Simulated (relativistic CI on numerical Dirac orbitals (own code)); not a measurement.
## Hyperfine structure of Br XXXI, mass number 79

Calculated at this level of theory: Dirac-Coulomb-Breit CI, separate exchange-only KLI orbitals for each configuration, model QED (radiative potential, 1s self-energy scaled to tabulated hydrogen-like ionisation energies), unscaled Slater integrals (own radial code, finite nucleus).

Configuration list (outside the closed core 1s2): 2s2 2p, 2s 2p2, 2p3, 2p2 3s, 2p2 3p, 2p2 3d, 2s2 3s, 2s2 3p, 2s2 3d, 2s 2p 3s, 2s 2p 3p, 2s 2p 3d, 2s2 4s, 2s2 4p, 2s2 4d, 2s2 4f. Levels of other configurations are missing.

Nuclear spin I = 3/2, μ = 2.1046 μN, Q = 0.3087 b (tables of Stone and Pyykkö). The electronic factors are computed for point nuclear moments, without core polarisation or the Bohr-Weisskopf and QED corrections.

```json
{"Level": "2s2 2p 2P°_1/2", "E (cm⁻¹)": "0", "A (GHz)": "608.4", "B (GHz)": ""}
{"Level": "2s2 2p 2P°_3/2", "E (cm⁻¹)": "435252", "A (GHz)": "111.3", "B (GHz)": "44.5"}
{"Level": "2s 2p2 4P_1/2", "E (cm⁻¹)": "663722", "A (GHz)": "1478", "B (GHz)": ""}
{"Level": "2s 2p2 4P_3/2", "E (cm⁻¹)": "933743", "A (GHz)": "497.9", "B (GHz)": "35.8"}
{"Level": "2s 2p2 4P_5/2", "E (cm⁻¹)": "1067500", "A (GHz)": "542.4", "B (GHz)": "-11.3"}
{"Level": "2s 2p2 2D_3/2", "E (cm⁻¹)": "1344689", "A (GHz)": "-31.32", "B (GHz)": "46.5"}
{"Level": "2s 2p2 2P_1/2", "E (cm⁻¹)": "1426801", "A (GHz)": "-47.18", "B (GHz)": ""}
{"Level": "2s 2p2 2D_5/2", "E (cm⁻¹)": "1541809", "A (GHz)": "503.1", "B (GHz)": "55.9"}
```

Levels with J = 0, under 50 % of one LS term, or S terms without an open s electron are left out. Small factors come from cancelling terms and can be off by tens of per cent or more.

At this charge energies of transitions that change n are usually good to better than 1 %, and those within a shell (Δn = 0) to a few per cent.

Q: Give the hyperfine levels of 2s2 2p 2P°_1/2 relative to its centre of gravity.

A: With K = F(F + 1) − I(I + 1) − J(J + 1), E = AK/2: F = 1: -760.6, F = 2: 456.3 GHz.

LS names give the leading component of a level, which can be under half, so a name can repeat, a term be missing and a line seem to break the LS rules.
